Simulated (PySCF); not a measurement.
# Effect of structural changes

Theory: PySCF, GIAO PBE0/pcSseg-1 magnetisability, rotational g tensor and spin-rotation constants, non-relativistic, gas phase. Geometry: GFN2-xTB.

Each molecule in one low-energy conformer.

How does the isotropic susceptibility change along this series?
- [H]/N=C(/CC)C(=C)[SiH2]Cl (H on C replaced by C2H5)
- [H]/N=C/C(=C/C)[SiH2]Cl (H on C replaced by CH3)
- [H]/N=C/C(=C\C=C)[SiH2]Cl (H on C replaced by vinyl)
- [H]/N=C\C(=C)[SiH2][SiH2]Cl (SiH2 inserted into a C-Si bond)
- [H]/N=C\C(=C)[SiH](Cl)Cl (H on Si replaced by Cl)


| molecule | χ, cgs (10⁻⁶ cm³/mol) | magnetisability anisotropy (10⁻³⁰ J/T²) |
| --- | --- | --- |
| [H]/N=C(/CC)C(=C)[SiH2]Cl | -86.5 | 218 |
| [H]/N=C/C(=C/C)[SiH2]Cl | -72.8 | 371 |
| [H]/N=C/C(=C\C=C)[SiH2]Cl | -77.1 | 514 |
| [H]/N=C\C(=C)[SiH2][SiH2]Cl | -81.1 | 215 |
| [H]/N=C\C(=C)[SiH](Cl)Cl | -80.3 | 394 |

The isotropic susceptibility is lowest for [H]/N=C(/CC)C(=C)[SiH2]Cl and highest for [H]/N=C/C(=C/C)[SiH2]Cl.
